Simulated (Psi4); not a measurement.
C$_{2}$H$_{6}$AlBrFN (SMILES C[N](C)[Al]([F])[Br]), singlet, at a GFN2-xTB geometry (such geometries of metal compounds can be far from the true shape).

The Psi4 input:
```
memory 2 GB

molecule {
0 1
Al    0.46211089    0.00048313   -0.50700054
F     1.78288337   -0.25614453   -1.45362150
Br    0.30102223   -0.94742652    1.51539011
N    -0.85162127    1.04684533   -1.10603723
C    -0.78717125    1.68137928   -2.41232319
C    -2.07154783    1.36223198   -0.38428172
H    -1.62148385    1.35926055   -3.04441823
H    -0.82714561    2.77183192   -2.31906434
H     0.14867426    1.40520444   -2.89934232
H    -2.15696427    2.44156048   -0.21975997
H    -2.95124244    1.02909594   -0.94505900
H    -2.06734460    0.86241004    0.58448040
}

set {
  basis def2-sv(p)
}

energy('scf')
print_variables()
```

**Question.** What does this run give for the total energy, dipole moment, nuclear repulsion energy, number of basis functions?

**Answer.** 
total energy: -3047.040602 Ha
dipole moment: 2.15 D
nuclear repulsion energy: 486.3439 Eh
number of basis functions: 118
